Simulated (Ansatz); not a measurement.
A made-up structure of NaBGeH₄, singlet:

```
7
angstrom
Na -2.2065 -0.8456 -0.1151
B -0.0072 -0.9561 0.1498
Ge 0.3169 0.5408 -0.0528
H 0.9198 -1.8294 0.3975
H -0.2147 1.0827 -1.5348
H -0.4802 1.4787 1.0686
H 1.6720 0.5290 0.0868
```

It is relaxed with PBE-D4/def2-SVP and then PBE0-D4/def2-TZVP (Ansatz 0.2.0). Atoms count as bonded within 1.22 times the sum of their covalent radii (H–H: 0.88 Å). The end point is not checked to be a true minimum.

Task: Does its bonding change? (Judge from chemistry; the calculation decides.)

Result: Computed: Yes. Formed: none; broken: Na1–Ge3.

Where it ends: The first stage lowers the energy by 5.15 eV in 9 steps. It ends as NaBGeH₄ ([Na][BH][GeH3]):
Na1  (-2.689, -1.565, -0.059)
B2  (-0.246, -1.175, 0.159)
Ge3  (0.491, 0.739, -0.066)
H4  (0.577, -2.024, 0.397)
H5  (0.048, 1.308, -1.440)
H6  (-0.192, 1.670, 0.971)
H7  (2.011, 1.047, 0.038)
(Å)

Labels in which every atom is bracketed show which atoms are joined, not bond orders.

For scale, one of the runs: PBE0-D4/def2-TZVP relaxation, 135 basis functions, launched by `ansatz run in.yaml --threads 2 --pin off --events-out ev --progress --plain --max-ram 4352MiB`. Hardware: 2 CPU threads of an Arm Neoverse V2, shared host. Wall time about 19 s.
